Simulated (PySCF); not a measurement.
An excited-state job on `C=[C]([GeH2][SiH3])C(C)=O`.

Method: TDDFT CAM-B3LYP/def2-SVPD, vertical, gas phase, core orbitals frozen in the response (PySCF 2.14.0, density-fitted response routines). Geometry: GFN2-xTB. The input is one job of a driver script: a line of settings, then coordinates in Å.

Command:
```bash
OMP_NUM_THREADS=1 python probes_run.py task.json out
```

Input:
```
{"job": {"kind": "uv", "xc": "CAM-B3LYP", "basis": "def2-SVPD", "nstates": 8, "ntriplets": 3}, "charge": 0, "multiplicity": 1}
C     -0.993290     1.350435    -1.282163
C     -0.471380     0.646110    -0.283360
Ge     1.250752     0.972852     0.629488
Si     2.842168    -0.706152     0.268229
C     -1.035513    -0.606169     0.234907
C     -2.473875    -0.948411    -0.037904
O     -0.311254    -1.329035     0.894291
H     -0.503845     2.246422    -1.631829
H     -1.897979     1.068559    -1.802459
H      0.860069     1.202999     2.069892
H      1.627379     2.374251     0.171642
H      4.185289    -0.118365     0.251974
H      2.780290    -1.724114     1.309252
H      2.606424    -1.318718    -1.041076
H     -2.767048    -1.811829     0.553844
H     -3.114185    -0.101506     0.196233
H     -2.591000    -1.185299    -1.094187
```

Output:
```
coarse grid: 64448 points
cycle   1  E = -2599.4777155017  dE =  1.778e-01  |g| = 8.605e-01  |ddm| = 6.062e+00
cycle   2  E = -2599.2518154313  dE =  2.259e-01  |g| = 1.420e+00  |ddm| = 3.033e+00
cycle   3  E = -2599.6192186762  dE = -3.674e-01  |g| = 1.542e-01  |ddm| = 2.049e+00
cycle   4  E = -2599.6232547686  dE = -4.036e-03  |g| = 5.679e-02  |ddm| = 3.618e-01
cycle   5  E = -2599.6238187925  dE = -5.640e-04  |g| = 7.923e-03  |ddm| = 1.127e-01
cycle   6  E = -2599.6238353245  dE = -1.653e-05  |g| = 3.269e-03  |ddm| = 2.667e-02
cycle   7  E = -2599.6238383905  dE = -3.066e-06  |g| = 8.944e-04  |ddm| = 8.883e-03
final grid: 134728 points
cycle   8  E = -2599.6238146993  dE = -1.513e-07  |g| = 1.010e-03  |ddm| = 8.909e-03
cycle   9  E = -2599.6238143992  dE =  3.001e-07  |g| = 1.693e-03  |ddm| = 3.168e-03
cycle  10  E = -2599.6238149438  dE = -5.446e-07  |g| = 1.150e-04  |ddm| = 1.919e-03
cycle  11  E = -2599.6238149478  dE = -3.975e-09  |g| = 5.005e-05  |ddm| = 2.842e-04
cycle  12  E = -2599.6238149490  dE = -1.238e-09  |g| = 1.825e-05  |ddm| = 1.959e-04
cycle  13  E = -2599.6238149491  dE = -1.037e-10  |g| = 3.620e-06  |ddm| = 4.615e-05
converged SCF energy = -2599.6238149491

Static polarisability (au): isotropic 111.324, principal 91.033 108.616 134.322

Singlet excitations
state   eV       nm        f      main configurations
  1   3.9665    312.6   0.00174   H->L 0.75, H-1->L 0.13
  2   5.4583    227.1   0.01245   H-2->L 0.72
  3   5.8355    212.5   0.18449   H-1->L 0.81, H->L 0.12
  4   6.5598    189.0   0.05170   H-3->L 0.82, H-2->L 0.10
  5   6.8593    180.8   0.02524   H-4->L 0.80, H-2->L 0.09
  6   7.0742    175.3   0.02450   H->L+1 0.40, H->L+3 0.36
  7   7.2449    171.1   0.02705   H->L+1 0.37, H->L+7 0.24, H->L+3 0.09
  8   7.3313    169.1   0.00668   H->L+2 0.23, H-1->L+3 0.15, H->L+1 0.11

Triplet excitations (Tamm-Dancoff, eV): 3.4715 3.6972 5.0827
```

The SCF starts on a coarse grid where the log names one; the energy can jump when the final grid takes over, and dE then counts from the start density on the new grid. H and L stand for HOMO and LUMO; the number after each pair is its weight.

**Question.** Give S1 in cm⁻¹ and kJ/mol.

**Answer.** 3.9665 eV × 8065.54 = 31992 cm⁻¹; × 96.485 = 382.7 kJ/mol.

**Question.** Which computed singlet has the largest oscillator strength, and what do all of them sum to?

**Answer.** State 3 at 5.84 eV (212 nm), f = 0.184; the 8 states sum to 0.334.

Summary of the converged run: HOMO -8.89 eV, LUMO -0.76 eV; lowest singlet 3.97 eV; lowest triplet 3.47 eV (Tamm–Dancoff); mean polarisability 111.3 au.

 Relativistic effects, spin–orbit coupling among them, are left out although an element past zinc is present.

**Question.** How long does this job take on one thread of an Arm Neoverse V1, no GPU (shared host)? And the peak memory of the process?

**Answer.** About 98 s, with 1.2 GiB resident at the peak, the Python interpreter and its libraries included.

One conformer stands for the species.
Labels such as C1 count atoms from 1, the log's own numbers from 0.
